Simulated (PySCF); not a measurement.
## Computed spin Hamiltonian

Compound: C₅H₁₁O₂Si (doublet state).
Z-matrix (Å and degrees, GFN2-xTB geometry), rows numbered from 1:
```
C 
C   1  1.4679
O   2  1.3902  1  111.53
Si  3  1.6096  2  126.56  1  -163.68
O   4  1.6109  3   99.24  2  -179.03
C   5  1.3758  4  127.38  3  -178.31
C   6  1.4975  5  119.95  4   -74.52
C   6  1.4947  5  118.33  4  -144.73
H   1  1.0695  2  119.57  3    -3.76
H   1  1.0707  2  119.83  3   177.21
H   2  1.1060  1  110.63  3  -122.87
H   2  1.1085  1  110.65  3   121.36
H   4  1.4679  3  112.22  2   -59.87
H   4  1.4675  3  111.80  2    62.47
H   6  1.0860  5  112.74  4    70.56
H   7  1.0789  6  118.55  8  -108.73
H   7  1.0782  6  116.93  8   107.67
H   8  1.0781  6  116.94  7  -107.64
H   8  1.0789  6  118.62  7   108.78
```

The hyperfine couplings belong to this conformer and change with its torsions.

The species is `O(C[CH2])[SiH2]OC1CC1` [radical].

Theory: PySCF 2.14.0, UKS B3LYP, pcH-1 on C H O Si, non-relativistic, mean-field spin-orbit, GIAO. Isolated species at its GFN2-xTB geometry (one conformer only). The geometry wasn't refined by DFT: couplings that depend on bond lengths, twists or pyramidal angles can differ widely from those at the functional's own minimum. Stability of the SCF solution: not tested.

* g1, g2, g3: 2.00218, 2.00276, 2.00290
* g_iso: 2.00262
* Form of g: rhombic: the two nearest values differ by 19 % of g3 − g1
* ⟨S²⟩: 0.7537 (exact 0.7500)
* α and β electrons: 36, 35
* HOMO–LUMO gap, α and β orbitals: 6.32, 5.71 eV
* Total energy: -637.08706 Eh
* Basis functions: 320

Isotropic coupling and dipolar principal values T1 to T3, in G; ρ(0) is the spin density at the nucleus (MHz turned into gauss with g_iso; 10 G = 1 mT):

```json
{"atom": "C1", "isotope": "13C", "a_iso": "31.2", "of which spin–orbit": "0.0", "T1": "-29.3", "T2": "-29.1", "T3": "58.4", "Mulliken spin population": "1.08", "ρ(0) (bohr⁻³)": "0.0778"}
{"atom": "C2", "isotope": "13C", "a_iso": "-14.2", "of which spin–orbit": "0.0", "T1": "-0.9", "T2": "0.1", "T3": "0.8", "Mulliken spin population": "-0.09", "ρ(0) (bohr⁻³)": "-0.0355"}
{"atom": "O3", "isotope": "17O", "a_iso": "0.3", "of which spin–orbit": "0.0", "T1": "-0.5", "T2": "0.2", "T3": "0.3", "Mulliken spin population": "0.00", "ρ(0) (bohr⁻³)": "-0.0014"}
{"atom": "Si4", "isotope": "29Si", "a_iso": "0.6", "of which spin–orbit": "0.0", "T1": "-0.1", "T2": "0.0", "T3": "0.1", "Mulliken spin population": "0.00", "ρ(0) (bohr⁻³)": "-0.0019"}
{"atom": "O5", "isotope": "17O", "a_iso": "0.0", "of which spin–orbit": "0.0", "T1": "-0.1", "T2": "0.0", "T3": "0.0", "Mulliken spin population": "0.00", "ρ(0) (bohr⁻³)": "0.0002"}
{"atom": "C6", "isotope": "13C", "a_iso": "0.0", "of which spin–orbit": "0.0", "T1": "0.0", "T2": "0.0", "T3": "0.1", "Mulliken spin population": "0.00", "ρ(0) (bohr⁻³)": "0.0000"}
{"atom": "C7", "isotope": "13C", "a_iso": "0.0", "of which spin–orbit": "0.0", "T1": "0.0", "T2": "0.0", "T3": "0.0", "Mulliken spin population": "0.00", "ρ(0) (bohr⁻³)": "0.0000"}
{"atom": "C8", "isotope": "13C", "a_iso": "0.0", "of which spin–orbit": "0.0", "T1": "0.0", "T2": "0.0", "T3": "0.0", "Mulliken spin population": "0.00", "ρ(0) (bohr⁻³)": "0.0000"}
{"atom": "H9", "isotope": "1H", "a_iso": "-23.6", "of which spin–orbit": "0.0", "T1": "-14.3", "T2": "0.1", "T3": "14.2", "Mulliken spin population": "-0.05", "ρ(0) (bohr⁻³)": "-0.0148"}
{"atom": "H10", "isotope": "1H", "a_iso": "-22.5", "of which spin–orbit": "0.0", "T1": "-14.1", "T2": "-0.1", "T3": "14.2", "Mulliken spin population": "-0.04", "ρ(0) (bohr⁻³)": "-0.0141"}
{"atom": "H11", "isotope": "1H", "a_iso": "43.2", "of which spin–orbit": "0.0", "T1": "-1.9", "T2": "-1.5", "T3": "3.3", "Mulliken spin population": "0.05", "ρ(0) (bohr⁻³)": "0.0271"}
{"atom": "H12", "isotope": "1H", "a_iso": "48.9", "of which spin–orbit": "0.0", "T1": "-2.0", "T2": "-1.2", "T3": "3.2", "Mulliken spin population": "0.05", "ρ(0) (bohr⁻³)": "0.0307"}
{"atom": "H13", "isotope": "1H", "a_iso": "0.1", "of which spin–orbit": "0.0", "T1": "-0.3", "T2": "-0.3", "T3": "0.6", "Mulliken spin population": "0.00", "ρ(0) (bohr⁻³)": "0.0000"}
{"atom": "H14", "isotope": "1H", "a_iso": "0.1", "of which spin–orbit": "0.0", "T1": "-0.3", "T2": "-0.3", "T3": "0.6", "Mulliken spin population": "0.00", "ρ(0) (bohr⁻³)": "0.0001"}
{"atom": "H15", "isotope": "1H", "a_iso": "0.0", "of which spin–orbit": "0.0", "T1": "-0.1", "T2": "-0.1", "T3": "0.2", "Mulliken spin population": "0.00", "ρ(0) (bohr⁻³)": "0.0000"}
{"atom": "H16", "isotope": "1H", "a_iso": "0.0", "of which spin–orbit": "0.0", "T1": "-0.1", "T2": "-0.1", "T3": "0.1", "Mulliken spin population": "0.00", "ρ(0) (bohr⁻³)": "0.0000"}
{"atom": "H17", "isotope": "1H", "a_iso": "0.0", "of which spin–orbit": "0.0", "T1": "-0.1", "T2": "-0.1", "T3": "0.2", "Mulliken spin population": "0.00", "ρ(0) (bohr⁻³)": "0.0000"}
{"atom": "H18", "isotope": "1H", "a_iso": "0.0", "of which spin–orbit": "0.0", "T1": "-0.1", "T2": "-0.1", "T3": "0.2", "Mulliken spin population": "0.00", "ρ(0) (bohr⁻³)": "0.0000"}
{"atom": "H19", "isotope": "1H", "a_iso": "0.0", "of which spin–orbit": "0.0", "T1": "-0.1", "T2": "-0.1", "T3": "0.1", "Mulliken spin population": "0.00", "ρ(0) (bohr⁻³)": "0.0000"}
```

The largest Mulliken spin populations are on C1 (+1.08) and C2 (-0.09). No atom but C1 exceeds +0.15. The positive populations add up to 1.18 and the negative ones to -0.18, together 2S = 1. The angles at C1 add up to 360.0°, so it is planar; its axial dipolar tensor and the negative couplings of its protons fit spin in a p orbital normal to that plane.

Axes: g3 points within 10° of the C1–H10 bond.

Under fast tumbling the dipolar parts average out, and these isotropic splittings remain: 2 × 1H (H11/H12, I = 1/2, 3 lines) with 4.61 mT and 2 × 1H (H9/H10, I = 1/2, 3 lines) with 2.31 mT.

Means are taken over nuclei equivalent by connectivity, which assumes that they swap fast. The 1H value of +129.1 MHz is a mean of couplings from 121.1 to 137.1 MHz in this one geometry, not an average over conformers.

The 13C coupling of C1 (87.3 MHz) shows only in satellite lines or after enrichment, since that isotope makes up about 1.07 % of natural carbon.

Examples of negative spin density at the nucleus (bohr⁻³): C2 (-0.0355), H9/H10 (-0.0145) and Si4 (-0.0019).
